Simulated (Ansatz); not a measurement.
Reaction (formal exchange of groups at the Si–Cl bond): `F[SiH2]S[SiH2]Cl` + `COCF` → `CO[SiH2]S[SiH2]F` + `FCCl`

Program: Ansatz. Geometries: PBE0-D4/def2-TZVP. ΔE: electronic, gas phase. CCSD(T)/CBS is the MP2 limit (def2-TZVPP, def2-QZVPP) plus CCSD(T) − MP2 in def2-TZVPP, frozen cores. This one scheme is used for every species. Functionals use def2-TZVPP. B3LYP here is the variant with VWN-RPA as its local correlation; programs differ in this. One conformer a species, not always the lowest.

| level | ΔE (kJ/mol) |
| --- | --- |
| B3LYP-D4 | 23.7 |
| HF/def2-TZVPP | 30.5 |

(1) What does CCSD(T)/CBS give? (Estimate.)

Largest T1 diagnostic among the species: 0.012.

## Answers

(1) Ansatz gave: +26.8 kJ/mol. The listed levels differ from it by -3.1, 3.7 kJ/mol.

The D4 term adds −4.5 kJ/mol with B3LYP and −2.7 kJ/mol with PBE0; it sums over pairs of atoms, weighted by their polarisabilities, and B3LYP, whose exchange is more repulsive, gets the larger term. In def2-TZVPP, CCSD(T) changes the Hartree–Fock value by −3.4 kJ/mol (the triples alone add −0.3 kJ/mol) and MP2 by −3.3 kJ/mol.
